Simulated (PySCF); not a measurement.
## Exercise with solution: chemical shift, span and skew from a shielding tensor

C2H8FNSi, SMILES C[C@H]([SiH2]F)N. Atoms are numbered in the order given.

```xyz
13

C      1.4982     1.2304     0.8203
C      0.8890     0.0316     0.0844
N      0.8091    -1.1216     0.9908
Si    -0.8794     0.4116    -0.4553
F     -1.5256    -0.9869    -1.0149
H      0.9150     1.4716     1.7232
H      2.5297     1.0038     1.1418
H      1.5439     2.1233     0.1759
H      1.4999    -0.1549    -0.8288
H      0.4429    -1.9364     0.4938
H      1.7439    -1.3812     1.3180
H     -1.7059     0.8735     0.6867
H     -0.9149     1.4000    -1.5660
```

Geometry: TPSSh-D3(BJ)/def2-SVP. The structure was generated by enumeration; whether it is a known compound was not checked. One conformer was computed; it need not be the lowest.

GIAO shieldings from B3LYP/pcSseg-1 (PySCF), non-relativistic, no solvent. The symmetric part of the tensor of C1 has the principal values 146.8, 157.6, 182.1 ppm. The same nucleus in TMS has σ = 181.3 ppm at this level (PySCF, at its B3LYP-D3(BJ)/def2-TZVP geometry).

Work out the isotropic shielding, the ¹³C shift against TMS, the span and the skew.


σ(iso) = (σ11 + σ22 + σ33)/3 = 162.2 ppm. δ = σ(ref) − σ(iso) = 181.3 − (162.2) = 19.1 ppm.
Span Ω = σ33 − σ11 = 35.3 ppm. Skew κ = 3(σ(iso) − σ22)/Ω = 0.39. Tumbling in solution averages the tensor to δ; in a static solid the shielding alone would spread this spin-1/2 line over Ω.
